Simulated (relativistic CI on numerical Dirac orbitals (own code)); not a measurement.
Computed by Dirac-Coulomb-Breit CI, orbitals from a KLI potential per configuration, model QED, unscaled Slater integrals (own radial code, finite nucleus).

The strongest absorption lines from the ground level of an ion, among the configurations computed and to levels below about 4700 eV (vacuum wavelength in nm, gf): 0.36001 (0.11), 0.36439 (0.067), 0.46302 (0.00082), 0.49840 (0.2), 0.50340 (0.13), 0.51756 (0.24), 3.5769 (0.54), 9.8001 (0.053).

Which ion is it?
A. Tm LVIII
B. Tb LIV
C. Tb LII
D. Ta LXII

B. Tb LIV has 12 electrons and the ground level 3s² ¹S0; the strongest line goes to 3s3p ¹P°1. The pattern of lines fixes the number of electrons, and along that sequence the line energies rise steadily with the charge (about as its square where n changes within one kind of shell, about linearly where n is kept but much faster in heavy ions where fine structure, which grows about as Z⁴, sets the gap, and irregularly where shells cross), which fixes Z. Configurations outside the model, such as inner-shell arrays, can give stronger lines. At this charge energies of transitions that change n are usually good to better than 1 %, and those within a shell (Δn = 0) to a few per cent.

LS names give the leading component of a level, which can be under half, so a name can repeat, a term be missing and a line seem to break the LS rules.
